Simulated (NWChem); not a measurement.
System: CH₄F₂OSi; SMILES F[SiH](F)CO

Output (shortened):

```
             Northwest Computational Chemistry Package (NWChem) 7.3.0
             --------------------------------------------------------

 C1  symmetry detected

                             Geometry "geometry" -> ""
                             -------------------------

 Output coordinates in angstroms (scale by  1.889725989 to convert to a.u.)

  No.       Tag          Charge          X              Y              Z
 ---- ---------------- ---------- -------------- -------------- --------------
    1 O                    8.0000     0.12058270     2.17740703     0.17336784
    2 C                    6.0000    -0.62709671     1.11837233    -0.42578451
    3 Si                  14.0000     0.02422458    -0.47444319     0.33344994
    4 F                    9.0000    -0.95431162    -1.67128220    -0.11309911
    5 F                    9.0000     1.47847608    -0.81296799    -0.25667173
    6 H                    1.0000    -0.15062904     3.01520761    -0.23138380
    7 H                    1.0000    -0.50310649     1.08378820    -1.52066659
    8 H                    1.0000    -1.70878447     1.20847952    -0.22845175
    9 H                    1.0000     0.10381433    -0.43650922     1.80790495

 Effective nuclear repulsion energy (a.u.)     248.7994569061

  pbe96 is a nonlocal functional; adding pw91lda local functional.

                                 NWChem DFT Module
                                 -----------------

 Summary of "ao basis" -> "ao basis" (spherical)
 ------------------------------------------------------------------------------
       Tag                 Description            Shells   Functions and Types
 ---------------- ------------------------------  ------  ---------------------
 O                         def2-tzvp                11       31   5s3p2d1f
 C                         def2-tzvp                11       31   5s3p2d1f
 Si                        def2-tzvp                13       37   5s5p2d1f
 F                         def2-tzvp                11       31   5s3p2d1f
 H                         def2-tzvp                 4        6   3s1p

            General Information
            -------------------
          SCF calculation type: DFT
          Wavefunction type:  closed shell.
          No. of atoms     :     9
          No. of electrons :    50
           Alpha electrons :    25
            Beta electrons :    25
          Charge           :     0
          Spin multiplicity:     1
          Use of symmetry is: off; symmetry adaption is: off
          Maximum number of iterations: 150
          AO basis - number of functions:   185
                     number of shells:    73
          Convergence on energy requested:  1.00D-06
          Convergence on density requested:  1.00D-05
          Convergence on gradient requested:  5.00D-04

              XC Information
              --------------
          PerdewBurkeErnzerhof Exchange Functional  1.000
            Perdew 1991 LDA Correlation Functional  1.000 local
           PerdewBurkeErnz. Correlation Functional  1.000 non-local

             Grid Information
             ----------------
          Grid used for XC integration:  medium
          Radial quadrature: Mura-Knowles
          Angular quadrature: Lebedev.
          Tag              B.-S. Rad. Rad. Pts. Rad. Cut. Ang. Pts.
          ---              ---------- --------- --------- ---------
          O                   0.60       49          10.0       434
          C                   0.70       49          10.0       434
          Si                  1.10       88          11.0       590
          F                   0.50       49          12.0       434
          H                   0.35       45          11.0       434
          Grid pruning is: on
          Number of quadrature shells:   464
          Spatial weights used:  Erf1

      Superposition of Atomic Density Guess
      -------------------------------------

 Sum of atomic energies:        -602.12643949

      Non-variational initial energy
      ------------------------------

 Total energy =    -603.608611
 1-e energy   =   -1329.426370
 2-e energy   =     477.018301
 HOMO         =      -0.347390
 LUMO         =       0.030481

------------------------------------------------------------
EAF file 0: "./job.aoints.0" size=501743616 bytes
------------------------------------------------------------
               write      read    awrite     aread      wait
               -----      ----    ------     -----      ----
     calls:      957         0         0         0         0
   data(b): 5.02e+08  0.00e+00  0.00e+00  0.00e+00
   time(s): 0.00e+00  0.00e+00  0.00e+00  0.00e+00  0.00e+00
rate(mb/s): 0.00e+00  0.00e+00
------------------------------------------------------------

     ---------------------------------------------
      Total Density - Mulliken Population Analysis
     ---------------------------------------------

    Atom       Charge   Shell Charges
 -----------   ------   -------------------------------------------------------
    1 O    8     8.68   0.79  1.18  0.59  0.94  0.26  1.96  2.13  0.80  0.00  0.02  0.00
    2 C    6     6.23   0.86  1.12  0.53  0.67  0.12  1.13  1.34  0.38  0.02  0.07  0.01
    3 Si  14    12.74   2.00  0.59  1.39  0.79  0.34  4.10  1.74  0.46  0.76  0.15  0.19  0.15  0.08
    4 F    9     9.52   0.77  1.20  0.61  1.01  0.31  2.37  2.36  0.88  0.00  0.01  0.00
    5 F    9     9.51   0.77  1.20  0.61  1.01  0.31  2.37  2.36  0.87  0.00  0.01  0.00
    6 H    1     0.56   0.20  0.27  0.06  0.04
    7 H    1     0.85   0.24  0.45  0.14  0.02
    8 H    1     0.85   0.24  0.45  0.14  0.02
    9 H    1     1.06   0.23  0.53  0.29  0.01

[...]
```

Level: PBE/def2-TZVP. Geometry: optimised at B3LYP/6-31G* (spherical d).

Problem. Which NWChem input produces such a log?

Solution. One answer among several that fit: the input that was run:
```
start job
memory heap 200 mb stack 900 mb global 1100 mb
geometry units angstroms noautoz
  O      0.210872     2.179514     0.169656
  C     -0.549000     1.148646    -0.462379
  Si     0.013420    -0.467383     0.318551
  F     -0.988133    -1.627892    -0.170809
  F      1.477586    -0.857011    -0.212578
  H     -0.013463     3.026977    -0.243587
  H     -0.381625     1.110984    -1.551371
  H     -1.633949     1.277163    -0.309157
  H      0.033912    -0.434122     1.795123
end
basis spherical
  * library def2-tzvp
end
dft
  xc xpbe96 cpbe96
  iterations 150
  semidirect filesize 400000000
  mulliken
end
task dft energy
```
